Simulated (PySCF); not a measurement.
# `CC[N](CC)[Ga]([CH3])[CH3]`, C6H16GaN

Geometry (Å), atoms numbered from 1 in this order:
```xyz
24

Ga    0.727    1.279    0.009
C     2.709    1.222    0.494
H     3.277    0.620   -0.221
H     2.868    0.796    1.488
H     3.123    2.233    0.487
C    -0.339    2.951   -0.477
H     0.318    3.824   -0.478
H    -1.144    3.136    0.239
H    -0.790    2.863   -1.469
N    -0.188   -0.333    0.001
C     0.423   -1.576    0.435
C     0.046   -1.955    1.870
C    -1.567   -0.438   -0.440
C    -1.691   -0.940   -1.883
H     1.513   -1.446    0.387
H     0.153   -2.398   -0.240
H     0.328   -1.145    2.544
H    -1.025   -2.118    1.960
H     0.562   -2.864    2.171
H    -2.139   -1.097    0.224
H    -2.011    0.564   -0.385
H    -1.105   -0.298   -2.540
H    -1.317   -1.957   -1.974
H    -2.731   -0.923   -2.201
```

Level of theory: PySCF, GIAO B3LYP/def2-SVP magnetisability, rotational g tensor and spin-rotation constants, non-relativistic, gas phase. Geometry: GFN2-xTB.

The calculation is non-relativistic, which matters for the atoms heavier than Zn.

Q: Give the nuclear spin-rotation constants along the inertial axes (H = +C I·J) beside the isotropic shieldings.

A: Rotational constants 1.6413, 1.0724, 0.7497 GHz. A star marks the isotopologue with that one atom substituted, in its own axes.
| atom | isotope | Caa (kHz) | Cbb (kHz) | Ccc (kHz) | mean (kHz) | σ (ppm) |
| --- | --- | --- | --- | --- | --- | --- |
| Ga1 | 69Ga | 3.155 | 1.837 | 1.364 | 2.119 | 1395.4 |
| H3 | 1H | -0.180 | -0.114 | 0.000 | -0.098 | 31.6 |
| H4 | 1H | -0.175 | -0.028 | -0.062 | -0.088 | 31.5 |
| H5 | 1H | 0.021 | -0.119 | -0.087 | -0.062 | 31.5 |
| H7 | 1H | 0.021 | -0.119 | -0.087 | -0.062 | 31.5 |
| H8 | 1H | -0.181 | -0.114 | 0.000 | -0.098 | 31.6 |
| H9 | 1H | -0.174 | -0.028 | -0.062 | -0.088 | 31.5 |
| N10 | 14N | 0.109 | 0.144 | 0.046 | 0.100 | 127.1 |
| H15 | 1H | -0.081 | -0.048 | -0.046 | -0.059 | 28.5 |
| H16 | 1H | -0.012 | -0.101 | -0.044 | -0.052 | 28.7 |
| H17 | 1H | -0.057 | -0.115 | -0.051 | -0.074 | 31.4 |
| H18 | 1H | -0.093 | -0.073 | -0.049 | -0.072 | 30.3 |
| H19 | 1H | -0.139 | -0.017 | -0.077 | -0.078 | 31.0 |
| H20 | 1H | -0.010 | -0.101 | -0.045 | -0.052 | 28.7 |
| H21 | 1H | -0.081 | -0.049 | -0.046 | -0.059 | 28.5 |
| H22 | 1H | -0.057 | -0.118 | -0.049 | -0.075 | 31.4 |
| H23 | 1H | -0.085 | -0.076 | -0.051 | -0.070 | 30.2 |
| H24 | 1H | -0.146 | -0.012 | -0.078 | -0.079 | 31.0 |
| C2 | 13C* | 0.179 | 0.113 | 0.071 | 0.121 | 193.5 |
| C11 | 13C* | 0.298 | 0.176 | 0.131 | 0.202 | 146.7 |
| C12 | 13C* | 0.223 | 0.160 | 0.093 | 0.158 | 171.4 |

For the geometry as given, no vibrational averaging.
